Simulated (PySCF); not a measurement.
Si(Me)2(Cl)2 (C2H6Cl2Si), SMILES Cl[Si](C)(Cl)C.

Coordinates come from a TPSSh-D3(BJ)/def2-SVP optimisation. The isomer is the one that the SMILES or the coordinates give; other isomers of the formula were not compared.

Level of theory: PBE/def2-TZVP in PySCF.

The molecule is in vacuum.

```
Property                                                                                                       Result
---------------------------------------------------------------------------------------------  ----------------------
total energy                                                                                      -1289.28047 hartree
point group                                                                                                       C2v
highest occupied level                                                                                       -7.29 eV
lowest empty level                                                                                           -0.24 eV
orbital gap                                                                                                   7.05 eV
dipole moment                                                                                                  2.38 D
quadrupole, principal values (traceless, Buckingham form, about the centre of nuclear charge)   -4.22, 1.41, 2.81 D·Å
mean static polarisability                                                                      74.2 bohr³ (10.99 Å³)
polarisability, principal values                                                               71.1, 73.7, 77.8 bohr³
```
